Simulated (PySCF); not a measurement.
B(H)(Cl)(Me), CH4BCl, SMILES CBCl at its B3LYP/def2-SVP optimised geometry (Å):

```
7

B     -0.5441     0.2371     0.0000
H     -1.1864     1.2569     0.0000
Cl    -1.4811    -1.2569    -0.0042
C      1.0134     0.2371     0.0000
H      1.3775     0.8234     0.8644
H      1.3714     0.7899    -0.8892
H      1.4811    -0.7575     0.0156
```

Level of theory: B3LYP/def2-TZVP run with PySCF 2.14.0.

Map of the deformation density (molecule minus spherical neutral atoms) (e/bohr³) on the plane z = 1.0 Å:

```
|2222222222222222222222222222222|
|2222222222222222222222222222222|
|2222222222222222222222222222222|
|2222222222222222222222222222222|
|2222222222222222222222222222222|
|2222222222222222222222222222222|
|2222222222222222222222222222222|
|2222222222222222222222222222222|
|2222222222222222222211122222222|
|2222222222222222222111112222222|
|2222222222222211122222111222222|
|2222222222221111122367311222222|
|2222222222211111123589421222222|
|2222222222110001223466422222222|
|2222222221100001222343222222222|
|2222222222110001111122222222222|
|2222222222211111111111222222222|
|2222222222222111111112222222222|
|2222222222222221211122222222222|
|2222222222222222222222222222222|
|2222222222222222222222222222222|
|2222222222222222222222222222222|
|2222222222222222222222222222222|
|2222222222222222222222222222222|
|2222222222222222222222222222222|
|2222222222222222222222222222222|
|2222222222222222222222222222222|
|2222222222222222222222222222222|
|2222222222222222222222222222222|
|2222222222222222222222222222222|
|2222222222222222222222222222222|
```
Scale: ten equal steps from -0.017 (start of '0') to 0.044 (end of '9'), in the order '0123456789'; x runs from -3.50 to 3.50, y from -3.50 (bottom) to 3.50 (top).
